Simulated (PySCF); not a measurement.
C7H6.
SMILES with atom numbers: `[CH:1]#[C:2][C@@H:3]1[CH:4]=[C:5]1[CH:6]=[CH2:7]`

Structure used (GFN2-xTB), in Å, numbered top down from 1:
```xyz
13
C7H6 angstrom
C      2.774    0.213    0.915
C      1.785   -0.369    0.568
C      0.607   -1.063    0.143
C      0.249   -1.105   -1.322
C     -0.495   -0.322   -0.584
C     -1.566    0.590   -0.398
C     -1.832    1.161    0.774
H      3.641    0.716    1.224
H      0.348   -1.910    0.776
H      0.529   -1.517   -2.259
H     -2.169    0.799   -1.274
H     -1.228    0.956    1.643
H     -2.648    1.851    0.899
```

NICS = −σ at a ghost point: NICS(0) at the centroid of the ring atoms, NICS(1) 1 Å to either side along the normal of their mean plane, zz for the tensor component along that normal. Level: GIAO PBE0/pcSseg-1 (PySCF, non-relativistic, gas phase) on the GFN2-xTB geometry, one conformer.

Ring bond lengths (Å), with Mayer bond orders in brackets: C3–C4 1.508 (0.94), C4–C5 1.308 (1.58), C5–C3 1.513 (0.90).

**Question.** Give the NICS values of each ring in ppm.

**Answer.** 
```json
{"ring": "C3–C4–C5", "type": "3-membered carbocycle; formal bonds 1 double, 2 single", "NICS(0)": "-31.8", "NICS(1), two faces": "-7.2 / -8.4", "NICS(1)zz, two faces": "-14.8 / -17.9", "rms pucker (Å)": "0.00", "centre to ring atoms, mean (Å)": "0.83"}
```

**Question.** What do they say, and how far can they be read as aromaticity?

**Answer.** 
- C3–C4–C5: mean NICS(1)zz -16.3 ppm, shielded. C3 has four or more neighbours, so the value isn't read as a sign of a π ring current. The two faces differ by 3.1 ppm, so no symmetry operation interchanges them. NICS(0) lies 24 ppm below the mean NICS(1).

**Question.** What are the shieldings of the ring atoms and their hydrogens in the same run (means over atoms taken as equivalent)?

**Answer.** 
| atoms | environment | σ isotropic (ppm) | principal values of the symmetric part, first atom (ppm) |
| --- | --- | --- | --- |
| C3 | allylic carbon | 178.4 | 139.5, 147.0, 248.8 |
| C4 | alkene CH carbon | 72.8 | -44.9, 90.0, 173.2 |
| C5 | fully substituted alkene carbon | 61.1 | -72.1, 93.7, 161.6 |
| H9 | methine hydrogen | 29.51 | 22.8, 27.4, 38.4 |
| H10 | vinylic hydrogen | 24.69 | 22.2, 24.9, 26.9 |

On Intel Xeon Platinum 8488C, one thread (shared host), this took 19 s of wall time (with the writing of density and orbital grids) and 0.83 GiB of memory at its peak. This is the whole shielding run at PBE0/pcSseg-1, SCF included.
